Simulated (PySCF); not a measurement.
# Calculated NMR parameters of COC(=C(F)F)C(F)(F)F

```yaml
Formula: C4H3F5O
SMILES: COC(=C(F)F)C(F)(F)F
Point_group_of_the_computed_structure: Cs
Degrees_of_unsaturation: 1
Carbon_signals: 4
Proton_signals: 1
```

Molfile (atoms numbered from 1):
```
C4H3F5O
     RDKit          3D

 13 12  0  0  0  0  0  0  0  0999 V2000
    1.9944    0.0223    0.0562 C   0  0  0  0  0  0  0  0  0  0  0  0
    0.7891   -0.5021   -0.4751 O   0  0  0  0  0  0  0  0  0  0  0  0
   -0.3948   -0.0260   -0.0346 C   0  0  0  0  0  0  0  0  0  0  0  0
   -0.6349    0.9194    0.8759 C   0  0  0  0  0  0  0  0  0  0  0  0
    0.2854    1.6028    1.5524 F   0  0  0  0  0  0  0  0  0  0  0  0
   -1.8419    1.3191    1.2423 F   0  0  0  0  0  0  0  0  0  0  0  0
   -1.5201   -0.7509   -0.7549 C   0  0  0  0  0  0  0  0  0  0  0  0
   -1.4534   -2.0676   -0.5321 F   0  0  0  0  0  0  0  0  0  0  0  0
   -1.4265   -0.5747   -2.0770 F   0  0  0  0  0  0  0  0  0  0  0  0
   -2.7390   -0.3573   -0.3955 F   0  0  0  0  0  0  0  0  0  0  0  0
    2.7841   -0.5222   -0.4564 H   0  0  0  0  0  0  0  0  0  0  0  0
    2.0889    1.0901   -0.1507 H   0  0  0  0  0  0  0  0  0  0  0  0
    2.0642   -0.1526    1.1317 H   0  0  0  0  0  0  0  0  0  0  0  0
  1  2  1  0
  2  3  1  0
  3  4  2  3
  4  5  1  0
  4  6  1  0
  3  7  1  0
  7  8  1  0
  7  9  1  0
  7 10  1  0
  1 11  1  0
  1 12  1  0
  1 13  1  0
M  END
```

Relativity neglected, one computed conformer, equivalent nuclei averaged, no solvent. Geometry from GFN2-xTB; shieldings: GIAO PBE0/pcSseg-1; PySCF 2.14.0 with density-fitted response routines.

δ = σ(ref) − σ, references computed at the same level: TMS for ¹H (σref 31.72) and ¹³C (σref 186.93); CFCl3 for ¹⁹F (σref 170.95); H2O for ¹⁷O (σref 336.08).

| carbon | δC, type | δH (multiplicity) | HMBC from (2–3 bonds) | span of the C tensor (ppm) |
| --- | --- | --- | --- | --- |
| C1 | 59.5, CH3 | 3.99 (s) | – | 79 |
| C3 | 121.2, C | – | H11/H12/H13 | 85 |
| C4 | 165.0, C | – | – | 89 |
| C7 | 129.8, C | – | – | 15 |

Other nuclei:
```csv
atoms,nucleus,environment,δ (ppm),σ (ppm)
F8/F9/F10,¹⁹F,fluorine of a CF3 group,-82.5,253.4
F6,¹⁹F,vinylic fluorine,-109.3,280.2
F5,¹⁹F,vinylic fluorine,-110.0,281.0
O2,¹⁷O,ether oxygen,56.6,279.5
```

- Carbon types of the structure: 3 × C, 1 × CH3, which accounts for all hydrogens.
- δC 165.0: β carbon of an enol-ether or enamine type C=C.
- δC 129.8: CF3 carbon; 3 electronegative neighbours deshield it.
- δC 121.2: alkene carbon bearing oxygen; as expected for a trigonal carbon in a double bond.
- δC 59.5: methyl carbon bonded to O; pulled downfield by the heteroatom.
- δH 3.99: hydrogen on a methyl carbon bonded to O; its carbon carries O, hence the downfield position.

Splittings by ¹⁹F in the carbon and heteronuclear signals aren't shown, as no couplings were computed. Shifts are as computed. Against solution values, carbons near 30 ppm lie about +3 ppm off and those near 130 ppm about +5 ppm. Of 1309 compounds with measured shifts, 239 miss one by over three times the rms of a fit or turn the order of signals round; such compounds aren't used in these exercises. Unscaled 19F shifts against computed CFCl3 carry errors that often reach 10 to 50 ppm. Experimental scales use liquid or dissolved standards, which lie at an offset from isolated H2O (liquid H2O: subtract about 36 ppm).
